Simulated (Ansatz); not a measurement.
A geometry optimisation of C4H6F3NO with PBE-D3(BJ)/def2-SVP

The starting geometry of this gas-phase singlet was optimised with GFN2-xTB; its bonds are those of `CCNC(=O)C(F)(F)F`.

```xyz
15

C     0.2815   -1.1405   -3.4422
C     1.3578   -1.8059   -2.5953
C     1.7463   -1.1216   -0.2838
C     2.3088    0.0311    0.6031
F     2.9607    0.9707   -0.1137
F     1.3250    0.6650    1.2496
F     3.1693   -0.4228    1.5130
N     1.8710   -0.8909   -1.5941
O     1.2615   -2.0960    0.2337
H    -0.5468   -0.8180   -2.8169
H     0.6830   -0.2755   -3.9653
H    -0.0938   -1.8453   -4.1784
H     2.1875   -2.1381   -3.2265
H     0.9524   -2.6650   -2.0579
H     2.2727   -0.0269   -1.9272
```

Where would you expect an optimisation with PBE-D3(BJ)/def2-SVP to take it?

It keeps its bonds, and is `CCNC(=O)C(F)(F)F`.

The energy falls by 0.11 eV over 13 steps:

```json
{"step": "1", "E − E(last) (eV)": "0.105"}
{"step": "2", "E − E(last) (eV)": "0.013"}
{"step": "4", "E − E(last) (eV)": "0.002"}
{"step": "5", "E − E(last) (eV)": "0.002"}
{"step": "6", "E − E(last) (eV)": "0.002"}
{"step": "8", "E − E(last) (eV)": "0.001"}
{"step": "9", "E − E(last) (eV)": "0.000"}
{"step": "10", "E − E(last) (eV)": "0.000"}
{"step": "12", "E − E(last) (eV)": "0.000"}
{"step": "13", "E − E(last) (eV)": "0.000"}
```

Final geometry (Å):

```xyz
15

C     0.2636   -1.1694   -3.4403
C     1.3903   -1.7920   -2.6158
C     1.6882   -1.0597   -0.2810
C     2.3093    0.0431    0.6201
F     2.9387    1.0156   -0.1044
F     1.3522    0.6357    1.3525
F     3.2150   -0.4939    1.4547
N     1.9251   -0.8871   -1.6102
O     1.0657   -1.9797    0.2317
H    -0.5883   -0.8833   -2.7920
H     0.6058   -0.2620   -3.9797
H    -0.1056   -1.8903   -4.1970
H     2.2190   -2.1275   -3.2761
H     1.0263   -2.6794   -2.0608
H     2.4317   -0.0497   -1.9038
```

No frequencies were run, so the end isn't proven a minimum. Run with Ansatz 0.2.0, 21 s on 4 threads of Arm Neoverse V1, with other jobs on the host.
